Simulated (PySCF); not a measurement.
C4H9PSe.
Geometry (PBE0-D3(BJ)/def2-SVP, Å), atoms numbered from 1 in this order:
```xyz
15
C4H9PSe angstrom
C     -1.448   -0.685    0.666
C     -0.939   -0.301   -0.698
C      0.288   -0.997   -1.308
P      0.483    0.782   -1.032
C      1.467    1.052    0.471
Se     0.548    2.245   -2.520
H     -1.959   -1.661    0.622
H     -2.166    0.058    1.044
H     -0.636   -0.775    1.402
H     -1.728   -0.107   -1.435
H      0.217   -1.337   -2.346
H      0.849   -1.676   -0.654
H      1.372    0.216    1.178
H      2.517    1.169    0.172
H      1.132    1.986    0.943
```

Method used: core-valence-separated Tamm–Dancoff BHandHLYP/aug-pcX-1 (pcseg-1 on H, def2-SVPD on Se, def2-SVPD on P) in PySCF, non-relativistic, gas phase, PBE0-D3(BJ)/def2-SVP geometry. BHandHLYP without relativity tends to put these K edges a few eV too low, so spacings mean more than positions.

The lowest roots of each edge with f over 0.003 (five at most, numbered afresh; weaker and dark ones are left out), with transition dipoles (au) in the frame of the coordinates:

```tsv
root	edge	E (eV)	μx	μy	μz
1	C	285.22	0.0491	0.0565	-0.0007
2	C	285.33	0.0389	0.0780	0.0152
3	C	285.67	-0.0094	-0.0104	0.0308
4	C	285.78	-0.0353	-0.0098	-0.0488
5	C	286.10	0.0283	-0.0032	0.0513
```

Question: What are the oscillator strengths?

Answer: f = (2/3) ΔE |μ|², with ΔE in hartree (27.2114 eV):

| root | ΔE (Eh) | \|μ\|² (au) | f | core hole on |
| --- | --- | --- | --- | --- |
| 1 | 10.4817 | 0.005604 | 0.039 | C3 |
| 2 | 10.4856 | 0.007828 | 0.055 | C2 |
| 3 | 10.4982 | 0.001145 | 0.008 | C1 |
| 4 | 10.5023 | 0.003724 | 0.026 | C5 |
| 5 | 10.5138 | 0.003443 | 0.024 | C5 |

Question: Molecules are fixed in this frame and the field points along x. What effective strengths 3 f cos²θ do the roots have (θ between field and μ)?

Answer: root 1 (C3): 0.051, root 2 (C2): 0.032, root 3 (C1): 0.002, root 4 (C5): 0.026, root 5 (C5): 0.017. Root 1 is the strongest. Averaged over all orientations cos²θ is 1/3, which gives f back.

 The BHandHLYP/aug-pcX-1 (pcseg-1 on H, def2-SVPD on Se, def2-SVPD on P) calculation is non-relativistic and has no spin–orbit coupling, an omission that weighs most on selenium.

The run took 23 s wall on an Arm Neoverse V2 with one thread, on a shared host, and the process peaked at 0.97 GiB of memory.
